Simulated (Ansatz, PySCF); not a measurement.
Se(SiH3)2 (H6SeSi2), SMILES [SiH3][Se][SiH3].

Geometry optimised at PBE0-D3(BJ)/def2-SVP.

Vertical ionisation energy (IE) and electron affinity (EA) in eV. Rows of orbital energies are one-electron estimates. Where ΔSCF, EOM or ADC give a negative EA the extra electron is unbound and the value depends on the basis.

```csv
level,IE,EA
"−ε(HOMO), −ε(LUMO), B3LYP/def2-TZVPD (PySCF)",6.89,0.76
"−ε(HOMO), −ε(LUMO), PBE/def2-TZVPD (PySCF)",6.03,1.35
"ΔSCF, CAM-B3LYP/def2-SVPD (Ansatz), final states of multiplicity 2 and 2",9.12,-1.00
"ΔSCF, PBE/def2-SVPD (Ansatz), final states of multiplicity 2 and 2",8.93,-0.64
```

Question: What vertical singlet–triplet gap does ΔSCF give with CAM-B3LYP/def2-SVPD (Ansatz, an electronic-structure program) and with PBE/def2-SVPD (Ansatz)? (Estimate from the structure and the level; the computed values follow.)

Answer: 5.21 and 4.72 eV (triplet above singlet where positive).
